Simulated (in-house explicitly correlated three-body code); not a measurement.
Computed with an exponentially correlated three-body code. Model: two electrons around a point charge, non-relativistic, variational in 260 exponentially correlated functions (energies converged to about 1e-7 hartree, or 1e-8 relative for large Z), ground state as one setting changes.

Given: nuclear charge 6.

```
mass of the centre (electron masses)  ground energy (hartree)  binding of second electron (eV)  mean radius (bohr)  mean distance of electrons (bohr)  mean cosine of angle
                                   2              -21.9211976                           269.97             0.39062                            0.53512               0.11075
                                   3              -24.4676304                           298.44             0.35139                            0.49225              0.076226
                                   5              -27.0523677                           327.96             0.31875                            0.45563              0.042903
                                   7              -28.3643516                           343.25             0.30433                            0.43915              0.026533
                                  10              -29.4496185                           356.09             0.29331                            0.42642              0.013231
                                  15                        ?                                ?                   ?                                  ?                     ?
                                  25              -31.1432303                           376.48             0.27755                            0.40802            -0.0071457
                                  50              -31.7599694                           384.03              0.2722                            0.40171             -0.014461
                                 100              -32.0792706                           387.97              0.2695                            0.39853             -0.018228
                              206.77              -32.2471326                           390.04             0.26811                            0.39687             -0.020203
                                 500              -32.3402227                           391.19             0.26734                            0.39596             -0.021297
                                1000              -32.3731949                            391.6             0.26707                            0.39564             -0.021684
                                5000                        ?                                ?                   ?                                  ?                     ?
                              100000              -32.4059157                           392.01              0.2668                            0.39532             -0.022068
```

(1) What follows for mass of the centre = 5000?

(2) What follows for mass of the centre = 15?

Results:

(1) ground energy -32.3996298 hartree; binding of second electron 391.93 eV; mean radius 0.26685 bohr; mean distance of electrons 0.39538 bohr; mean cosine of angle -0.021995.

(2) ground energy -30.3631411 hartree; binding of second electron 367.03 eV; mean radius 0.2846 bohr; mean distance of electrons 0.41629 bohr; mean cosine of angle 0.0021852.
